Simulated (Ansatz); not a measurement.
A nudged elastic band was laid between two geometries of AlH6N2P (10 atoms, charge 0, multiplicity 1).

Level of theory: RKS B3LYP-D4/6-31G in Ansatz 0.2.0.

```
movable images  : 5
climbing image  : yes
spring          : 5.0 eV/Å²
optimiser       : quadratic models (default)
start path      : through a guess of the saddle point
force threshold : 0.05 eV/Å
iteration limit : 60
end points      : relaxed
```

Image 0:

```xyz
10
Properties=species:S:1:pos:R:3
N -1.152 2.074 -0.110
Al -0.794 0.435 0.530
N 0.549 -0.501 -0.239
P 1.022 -2.147 0.303
H -1.886 2.664 0.259
H -0.663 2.529 -0.870
H -1.637 -0.167 1.734
H 1.086 -0.120 -1.012
H 1.089 -2.834 -0.982
H 2.469 -1.984 0.391
```

Image 6:

```xyz
10
Properties=species:S:1:pos:R:3
N -1.163 2.001 -0.054
Al -0.573 0.358 0.359
N 0.796 -0.360 -0.577
P 1.572 -1.975 -0.368
H -1.926 2.454 0.434
H -0.792 2.592 -0.787
H -1.239 -0.477 1.538
H 1.244 0.139 -1.336
H 1.778 -1.971 1.073
H 0.385 -2.813 -0.279
```

Task: Which bonds break or form, and what moves?

Result: No bond is made or broken. The dihedral Al2–N3–P4–H9 goes from 132 to -48°.

Task: What energy profile does the band end with?

Result: It converged. The highest image is number 3 of 0 to 6, 4.5 kcal/mol above the first end and 4.6 kcal/mol above the last; the last end lies 0.1 kcal/mol below the first. A vibrational analysis at the climbing image gives one clearly imaginary mode, 221i cm⁻¹: a first-order saddle point. Limits of this set-up: no polarisation functions.

| image | path coordinate (Å) | energy (kcal/mol) | dihedral Al2–N3–P4–H9 (°) |
| --- | --- | --- | --- |
| 0 | 0.00 | 0.0 | 132 |
| 1 | 0.72 | 0.9 | 157 |
| 2 | 1.44 | 3.2 | -177 |
| 3 | 2.17 | 4.5 | -150 |
| 4 | 3.08 | 2.6 | -114 |
| 5 | 3.99 | 0.4 | -77 |
| 6 | 4.90 | -0.1 | -48 |

Task: What is the geometry of the highest image?

Result: 
```xyz
10
Properties=species:S:1:pos:R:3
N -1.079 2.097 -0.104
Al -0.584 0.500 0.550
N 0.329 -0.637 -0.508
P 0.764 -2.365 -0.120
H -1.574 2.793 0.439
H -0.911 2.419 -1.048
H -0.923 0.083 2.048
H 0.573 -0.394 -1.463
H 1.992 -2.422 -0.908
H 1.496 -2.125 1.118
```

Task: What are the harmonic wavenumbers there?

Result: 221i, 82, 128, 240, 289, 486, 519, 556, 627, 648, 788, 794, 857, 897, 950, 1079, 1267, 1638, 1925, 2179, 2213, 3585, 3592, 3690 cm⁻¹.

Run time: 3.3 min on 1 thread of Arm Neoverse V2 (shared host), peak memory 0.13 GiB.
